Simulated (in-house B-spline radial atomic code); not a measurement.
Excitations of Kr VII (Kr6+) by several methods

Full response, energies in eV; labels give the largest channel, * marks a mixed state, a dash one above the method's threshold, and an imaginary frequency an unstable closed-shell reference. Computed with a B-spline radial code for spherical atoms: linear response of the closed shell [Ar] 3d10 4s2 with each method's own kernel (bare exchange for TDHF, static screening on G0W0 levels for BSE, the adiabatic kernel for functionals); scalar-relativistic (spin-free one-electron X2C), finite nucleus, no spin-orbit coupling, no double excitations, S, P, D and F terms only; shells from n = 2 respond. Only terms of natural parity with L up to 3 were computed.

```tsv
method	4s → 4p 3P	4s → 4p 1P	4s → 4d 3D	α (bohr³)
TDHF	13.207	20.506	42.10	3.017
BSE on G0W0@HF	14.780	21.417	44.54	2.75
LDA VWN5	16.019	21.883	42.95	2.641
PBE	15.673	21.714	42.32	2.689
PBE0	15.162	21.346	42.37	2.781
B3LYP (VWN-RPA)	15.328	21.667	42.30	2.702
CAM-B3LYP	15.296	21.651	42.45	2.705
LC-wPBE	15.200	21.378	42.55	2.76
wB97X	16.157	21.535	43.57	2.73
HSE06	?	?	?	?
BHandHLYP	14.692	21.296	42.28	2.799
BLYP	?	?	?	?
PBEsol	15.473	21.583	42.26	2.716
BP86	15.552	21.629	42.31	2.708
LDA exchange-only	15.257	21.883	42.04	2.645
B97-1	15.734	21.402	42.98	2.767
RPBE	15.310	21.464	41.95	2.751
OLYP	14.336	21.138	41.07	2.827
```

Q: What does BLYP give?

A: 4s → 4p 3P: 15.598; 4s → 4p 1P: 21.946; 4s → 4d 3D: 42.06; α: 2.636 (eV, bohr³).

Q: What does HSE06 give?

A: 4s → 4p 3P: 15.251; 4s → 4p 1P: 21.407; 4s → 4d 3D: 42.47; α: 2.766 (eV, bohr³).
